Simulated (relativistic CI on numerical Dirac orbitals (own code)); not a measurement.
## Co³⁺ in a cubic cluster: 3p photoemission with charge transfer

Computed with a charge-transfer multiplet model of a cubic metal-ligand cluster with up to 2 ligand holes, Slater and spin-orbit integrals from Dirac-Coulomb-Breit ions, Slater integrals scaled by 0.9. The ground state mixes d6 with configurations of k ligand holes L, whose averages lie at kΔ + k(k − 1)U_dd/2; a core hole lowers each added d electron by U_cd. 20 K, Lorentzian 0.9 eV and Gaussian 0.8 eV FWHM.

Atomic integrals in eV (Slater integrals scaled, ζ unscaled), ground: F2dd 11.345, F4dd 7.087, zeta_d 0.071; with the core hole: F2dd 12.248, F4dd 7.692, zeta_d 0.078, zeta_core 1.257, F2cd 12.869, G1cd 15.833, G3cd 9.720.

Cluster parameters (eV): U_dd = 5.9, U_cd = 6.5, 10Dq = 0.55, 10Dq(ligand) = 1.4, V(eg) = 1.95, V(t2g) = -1.05, final-state hopping factor = 1.

Weights, n_d and S are thermal averages at 20 K. Binding energies count from the first peak over 30 % of the highest in each spectrum, which can be another peak from case to case. The parameters are a model scan and need not match a compound or its usual spin state. Peaks in eV (height, largest 100): 0.0 (100), 2.5 (73), 3.9 (87), 7.6 (42), 9.1 (45), 13.2 (17), 15.9 (11), 22.3 (37), 25.6 (15), 27.8 (23), 28.9 (23).

(1) Which parameters give this spectrum?
A. Δ = 0.3 eV
B. Δ = 3.3 eV
C. Δ = 1.3 eV

Answers

(1) B. Δ = 3.3 eV; the ground state then has 6.24 d electrons and S = 2.00. The choice follows from running the model for each set and comparing peak positions and heights. The space is cut while the next configuration still counts.
